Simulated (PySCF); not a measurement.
CHO2, SMILES `O=[C]O` (O–C–O–H torsion 0°) (charge 0, multiplicity 2)

All values below come from CAM-B3LYP-D3(BJ)/def2-TZVP (PySCF).

```json
{
 "highest_occupied_spin_orbital": "-8.65 eV",
 "dipole_moment": "2.04 D",
 "total_energy": "-5146.06 eV",
 "cost": "around 29 core-seconds (rough)"
}
```

```xyz
4

O      1.3146    -0.4416    -0.0084
C      0.5506     0.4527     0.0120
O     -0.7678     0.4537     0.0097
H     -1.0974    -0.4649    -0.0132
```
Charge 0, spin multiplicity 2.
